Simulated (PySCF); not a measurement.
**Arsenic: a sound run and one with changed settings**

Sound run: As [Ar] 3d10 4s2 4p3, As⁺ [Ar] 3d10 4s2 4p2. All numbers are calculated (PySCF 2.14, the spin-free X2C one-electron Hamiltonian (Gaussian nucleus), in cc-pVTZ-DK (6s5p3d1f, 43 functions)). In the sound run the correlated levels freeze [Ar] 3d10. The sound run starts from symmetry-adapted Hartree-Fock orbitals and uses a fine grid where one is needed.

A second run was set up differently.

| species | method | sound run (hartree) | changed run (hartree) | converged |
| --- | --- | --- | --- | --- |
| As | UHF | -2259.01435 | -2259.01435 | yes |
| As | M06-L | -2260.62114 | -2260.62114 | yes |
| As | TPSS | -2260.66109 | -2260.66109 | yes |
| As | MP2 | -2259.08520 | -2259.06204 | yes |
| As | CCSD(T) | -2259.10205 | -2259.10205 | yes |
| As⁺ | UHF | -2258.66841 | -2258.66841 | yes |
| As⁺ | M06-L | -2260.26945 | -2260.26945 | yes |
| As⁺ | TPSS | -2260.29709 | -2260.29709 | yes |
| As⁺ | MP2 | -2258.72193 | -2258.70486 | yes |
| As⁺ | CCSD(T) | -2258.73883 | -2258.73883 | yes |

Ionisation energy of As:

```csv
method,sound run (eV),changed run (eV)
UHF,9.413,9.413
M06-L,9.570,9.570
TPSS,9.905,9.905
MP2,9.885,9.719
SCS-MP2,9.740,9.624
CCSD,9.853,9.853
CCSD(T),9.884,9.884
```

Task: What was changed?
A. radial grid too coarse
B. angular grid far too coarse
C. level shift left on
D. too few SCF iterations

Result: C. It used initial guess atom, at most 50 SCF cycles, level shift 0.5 hartree. A level shift leaves the converged SCF energy unchanged but raises the virtual orbital energies, which shrinks MP2 if it is not removed.
